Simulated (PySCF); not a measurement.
Isomers of C5H10NP, one GFN2-xTB conformer each. Single-point energies are computed at PBE0/pcSseg-1 (PySCF, gas phase, no added dispersion term), electronic only.

```json
{"SMILES": "CC1=CCCP1N", "GFN2-xTB relative energy (kcal/mol)": "0.0"}
{"SMILES": "N=P1(C2CC2)CC1", "GFN2-xTB relative energy (kcal/mol)": "45.9"}
{"SMILES": "CCP(C)CC#N", "GFN2-xTB relative energy (kcal/mol)": "21.1"}
{"SMILES": "CCCPCC#N", "GFN2-xTB relative energy (kcal/mol)": "20.8"}
{"SMILES": "CC(C)PCC#N", "GFN2-xTB relative energy (kcal/mol)": "22.0"}
{"SMILES": "C#CCP(N)CC", "GFN2-xTB relative energy (kcal/mol)": "36.5"}
{"SMILES": "CC(C)(C)NC#P", "GFN2-xTB relative energy (kcal/mol)": "21.2"}
{"SMILES": "C=PN1CCCC1", "GFN2-xTB relative energy (kcal/mol)": "1.6"}
{"SMILES": "C=P1(N(C)C)C=C1", "GFN2-xTB relative energy (kcal/mol)": "92.6"}
{"SMILES": "CCP1(=NC)C=C1", "GFN2-xTB relative energy (kcal/mol)": "69.3"}
```

Conformers: `[CH3:1][C:2]1=[CH:3][CH2:4][CH2:5][P:6]1[NH2:7]` with C5–P6–N7–H 67° and -166°, C2–C3–C4–C5 13°, C3–C4–C5–P6 -21°, C4–C5–P6–N7 -82°, C1–C2–P6–C5 170°; `[NH:1]=[P:2]1([CH:3]2[CH2:4][CH2:5]2)[CH2:6][CH2:7]1` with N1–P2–C3–C4 177°; `[CH3:1][CH2:2][P:3]([CH3:4])[CH2:5][C:6]#[N:7]` with C1–C2–P3–C4 -79°, C2–P3–C5–C6 167°; `[CH3:1][CH2:2][CH2:3][PH:4][CH2:5][C:6]#[N:7]` with C1–C2–C3–P4 -60°, C2–C3–P4–C5 -163°, C3–P4–C5–C6 56°; `[CH3:1][CH:2]([CH3:3])[PH:4][CH2:5][C:6]#[N:7]` with C1–C2–P4–C5 -79°, C2–P4–C5–C6 -76°; `[CH:1]#[C:2][CH2:3][P:4]([NH2:5])[CH2:6][CH3:7]` with C2–C3–P4–N5 -72°, C3–P4–N5–H 180° and 62°, C3–P4–C6–C7 -78°; `[CH2:1]=[P:2][N:3]1[CH2:4][CH2:5][CH2:6][CH2:7]1` with C1–P2–N3–C4 -178°, P2–N3–C4–C5 140°, N3–C4–C5–C6 39°, C4–C5–C6–C7 -36°, C5–C6–C7–N3 21°; `[CH2:1]=[P:2]1([N:3]([CH3:4])[CH3:5])[CH:6]=[CH:7]1` with C1–P2–N3–C4 153°; `[CH3:1][CH2:2][P:3]1(=[N:4][CH3:5])[CH:6]=[CH:7]1` with C1–C2–P3–N4 -58°.

Problem. What does PBE0/pcSseg-1 give for the same structures?

Solution. 
```
         SMILES  PBE0/pcSseg-1 E (Eh)  PBE0/pcSseg-1 (kcal/mol)  GFN2-xTB (kcal/mol)  point group
     CC1=CCCP1N            -592.17476                       0.0                  0.0           C1
     CCP(C)CC#N            -592.16381                       6.9                 21.1           C1
       CCCPCC#N            -592.15623                      11.6                 20.8           C1
     CC(C)PCC#N            -592.15469                      12.6                 22.0           C1
     C=PN1CCCC1            -592.15151                      14.6                  1.6           C1
   CC(C)(C)NC#P            -592.13837                      22.8                 21.2           C1
     C#CCP(N)CC            -592.10696                      42.5                 36.5           C1
 N=P1(C2CC2)CC1            -592.08657                      55.3                 45.9           C1
  CCP1(=NC)C=C1            -592.06672                      67.8                 69.3           C1
C=P1(N(C)C)C=C1            -592.02155                      96.1                 92.6           C1
```

Both levels put the same isomer lowest; measured from each level's own lowest isomer, the values differ by up to 14.2 kcal/mol (CCP(C)CC#N: 21.1 against 6.9). As drawn, the lowest has an N–H bond, which the highest lacks; the highest has a three-membered ring, which the lowest lacks. Neighbours under 2.5 kcal/mol apart (CCCPCC#N and CC(C)PCC#N; CC(C)PCC#N and C=PN1CCCC1) can change places with a better method, another conformer or zero-point energy.

Problem. Which frontier levels, dipoles and rotational constants go with these structures?

Solution. 
| SMILES | HOMO (eV, PBE0/pcSseg-1) | LUMO (eV) | dipole (D) | A, B, C (MHz) |
| --- | --- | --- | --- | --- |
| CC1=CCCP1N | -6.52 | 0.12 | 1.80 | 2697, 2365, 1564 |
| CCP(C)CC#N | -7.19 | 0.36 | 4.72 | 5375, 1122, 1013 |
| CCCPCC#N | -7.39 | 0.04 | 2.95 | 4407, 1118, 955.6 |
| CC(C)PCC#N | -7.35 | 0.17 | 3.28 | 3152, 1524, 1248 |
| C=PN1CCCC1 | -5.89 | -0.62 | 2.51 | 5093, 1501, 1226 |
| CC(C)(C)NC#P | -5.95 | -0.88 | 3.55 | 4435, 1134, 1127 |
| C#CCP(N)CC | -6.03 | 0.60 | 0.84 | 4091, 1277, 1061 |
| N=P1(C2CC2)CC1 | -5.97 | 1.02 | 3.00 | 3399, 1926, 1501 |
| CCP1(=NC)C=C1 | -5.86 | -0.60 | 2.44 | 2596, 2043, 1314 |
| C=P1(N(C)C)C=C1 | -5.19 | -0.58 | 3.31 | 3136, 2121, 1475 |
